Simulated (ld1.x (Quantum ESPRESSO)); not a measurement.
Before and after: TM potential for cadmium

```
Element                 : cadmium (Cd)
Generator               : ld1.x (Quantum ESPRESSO) 7.5
Type                    : norm-conserving Troullier–Martins (Kleinman–Bylander form)
Functional              : revPBE
Relativity              : scalar-relativistic
Frozen core             : [Kr]
Valence charge          : 12
Reference configuration : 4d10 5s1 5p0 (charge +1)
Partial waves           : 5s (bound): rc 1.95 bohr; 5p (bound, empty): rc 2.35 bohr; 4d (bound): rc 1.40 bohr
Local potential         : all-electron potential smoothed inside 1.15 bohr (lloc = -1)
Core correction         : Bessel-smoothed model core inside 1.35 bohr
```

Change: wave 4d (bound): rc 1.40 bohr becomes 4d (bound): rc 2.08 bohr.

Cutoffs: the cutoffs (Ry, on a coarse ladder) from which the occupation-weighted sum of valence levels, in a spherical-Bessel basis at the reference potential, stays within 10 and 1 mRy of its value at 400 Ry; they do not see the model core or the augmentation charge, which bear on the density cutoff. Errors are all-electron minus pseudo energies relative to the spin-unpolarised reference configuration.

What does the change do?

The potential gets softer (80 Ry and 120 Ry → 55 Ry and 90 Ry); both files keep a bound ghost (p, s); of the 7 tests that both files solve, the error grows in 0 and shrinks in 1 by more than 15 % and 0.3 meV (median size 3.4 → 3.0 meV); the range in which the d phases agree narrows (upper end at the end of the scan → 1.1). A larger radius leaves more room for a smooth pseudo-wave, so fewer plane waves are needed.

| quantity | base | changed |
| --- | --- | --- |
| cutoff, loose | 80 Ry | 55 Ry |
| cutoff, tight | 120 Ry | 90 Ry |
| loose cutoff by channel (10 mRy a level) | s 8 Ry, d 70 Ry | s 8 Ry, d 45 Ry |
| bound ghosts | s, p | s, p |
| error for 4d10 5s2 5p0, meV [ΔE -9.15 eV] | -2.4 | -1.2 |
| error for 4d10 5s0 5p0, meV [ΔE 16.96 eV] | -17 | -15 |
| error for 4d9 5s0 5p0, meV [ΔE 54.88 eV] | -84 | -90 |
| error for 4d8 5s0 5p0, meV [ΔE 108.87 eV] | -451 | -412 |
| error for 4d10 5s0 5p2, meV [ΔE 0.46 eV] | -2.3 | -2.3 |
| error for 4d10 5s0 5p1, meV [ΔE 5.75 eV] | -3.4 | -3.0 |
| error for 4d10 5s1 5p1, meV [ΔE -4.51 eV] | 0.0 | +0.1 |
| s: phases at 2.55 bohr within 0.05 rad from the reference energy up to (Ry; the scan ends near 5) | 1.1 | 1.1 |
| p: phases at 2.55 bohr within 0.05 rad from the reference energy up to (Ry; the scan ends near 5) | 2.5 | 2.5 |
| d: phases at 2.55 bohr within 0.05 rad from the reference energy up to (Ry; the scan ends near 5) | to the end of the scan | 1.1 |

Base: These tests converged, but a pseudo level misses the all-electron one widely, so the file describes the atom poorly there or has found another state: 4d9 5s0 5p0: empty 5p by 4.6 eV (a node warning on the way); 4d8 5s0 5p0: empty 5s by 7.4 eV. Changed file: These tests converged, but a pseudo level misses the all-electron one widely, so the file describes the atom poorly there or has found another state: 4d9 5s0 5p0: empty 5p by 4.6 eV (a node warning on the way). A true bound ghost makes a file unfit for plane-wave use even where its test errors are small: the radial tests pick states by their node count and pass the ghost by.
